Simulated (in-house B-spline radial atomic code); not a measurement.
Results of a calculation; reference values are marked as such.
Weak and strong correlation along the adiabatic connection

Two-electron singlets in several external potentials (atomic units), by full CI in B-splines with partial waves to l = 8 (correlation energies up to 0.6 % small). The repulsion is scaled by λ at fixed density; W(λ) is the mean repulsion less the Hartree energy, W(0) = E_x, and the area under W from 0 to 1 is E_xc.

Relative drop (W(λ) − E_x)/E_x:

| system | λ = 0.12 | λ = 0.25 | λ = 0.4 | λ = 0.6 | λ = 0.8 | λ = 1 |
| --- | --- | --- | --- | --- | --- | --- |
| empty sphere, radius 5.81 bohr | 0.0456 | 0.0849 | 0.1206 | 0.1567 | 0.1838 | 0.2047 |
| −Z exp(−kr)/r, Z = 2.5, k = 0.556 | 0.0091 | 0.0185 | 0.0289 | 0.0418 | 0.0540 | 0.0653 |
| −Z exp(−kr)/r, Z = 1.33, k = 0.0419 | 0.0196 | 0.0389 | 0.0589 | 0.0826 | 0.1032 | 0.1213 |
| empty sphere, radius 4.85 bohr | 0.0378 | 0.0718 | 0.1038 | 0.1376 | 0.1639 | 0.1849 |
| −Z exp(−kr)/r, Z = 6.78, k = 2.95 | 0.0034 | 0.0070 | 0.0111 | 0.0164 | 0.0216 | 0.0266 |
| −Z/r, Z = 0.75, wall at 2 bohr | 0.0125 | 0.0252 | 0.0389 | 0.0556 | 0.0708 | 0.0846 |
| ω²r²/2, ω = 0.399 | 0.0251 | 0.0491 | 0.0731 | 0.1004 | 0.1231 | 0.1424 |

(1) Order the systems by how far second-order (GL2) theory, half the initial slope (estimated from the first points of each curve), overshoots the correlation energy, least first.
A. −Z exp(−kr)/r, Z = 1.33, k = 0.0419
B. empty sphere, radius 4.85 bohr
C. ω²r²/2, ω = 0.399
D. −Z exp(−kr)/r, Z = 2.5, k = 0.556
E. −Z/r, Z = 0.75, wall at 2 bohr
F. −Z exp(−kr)/r, Z = 6.78, k = 2.95
G. empty sphere, radius 5.81 bohr

(2) What else changes along this order?

## Answers

(1) F (GL2/E_c = 1.05), D (GL2/E_c = 1.12), E (GL2/E_c = 1.18), A (GL2/E_c = 1.26), C (GL2/E_c = 1.36), B (GL2/E_c = 1.53), G (GL2/E_c = 1.65).

(2) The ratio follows the bend of the curve. With it the leading natural occupation goes from 1.998 to 1.854 and −T_c/E_c from 0.96 to 0.60 between the first and the last.
